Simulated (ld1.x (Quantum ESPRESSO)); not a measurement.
## Reading a pseudo-wave (Si)

Columns: radius, all-electron u(r) and pseudo u(r) of the 3p shell (level -20.47 eV) of silicon in the configuration [Ne] 3s2 3p0; PBEsol, scalar-relativistic, TM scheme, ld1.x (Quantum ESPRESSO) 7.5.

| r (bohr) | all-electron | pseudo |
| --- | --- | --- |
| 0.082 | 0.0988 | -0.0084 |
| 0.165 | 0.2338 | -0.0327 |
| 0.248 | 0.3135 | -0.0689 |
| 0.330 | 0.3305 | -0.1108 |
| 0.413 | 0.2987 | -0.1536 |
| 0.495 | 0.2345 | -0.1915 |
| 0.578 | 0.1496 | -0.2234 |
| 0.660 | 0.0559 | -0.2491 |
| 0.742 | -0.0408 | -0.2721 |
| 0.825 | -0.1371 | -0.2965 |
| 0.908 | -0.2287 | -0.3260 |
| 0.990 | -0.3124 | -0.3632 |
| 1.072 | -0.3885 | -0.4091 |
| 1.155 | -0.4572 | -0.4626 |
| 1.238 | -0.5174 | -0.5180 |
| 1.320 | -0.5686 | -0.5686 |
| 1.402 | -0.6119 | -0.6119 |
| 1.485 | -0.6478 | -0.6478 |
| 1.568 | -0.6762 | -0.6762 |
| 1.650 | -0.6972 | -0.6972 |
| 1.733 | -0.7120 | -0.7120 |
| 1.815 | -0.7205 | -0.7205 |
| 1.898 | -0.7237 | -0.7237 |
| 1.980 | -0.7220 | -0.7220 |
| 2.062 | -0.7160 | -0.7160 |
| 2.145 | -0.7062 | -0.7062 |

Question: How many radial nodes do the two functions have?

Answer: The all-electron 3p function has n − l − 1 = 1; the pseudo-wave has 0, since the states of the same l below it are removed with the core.

Question: At about which radius was the pseudo-wave matched?

Answer: 1.35 bohr, where the columns begin to agree (steps of 0.08 bohr).

Question: Is the pseudo-wave norm-conserving?

Answer: Yes: the TM scheme keeps the norm inside the radius equal to the all-electron one, which fixes the energy derivative of the logarithmic derivative at the level.
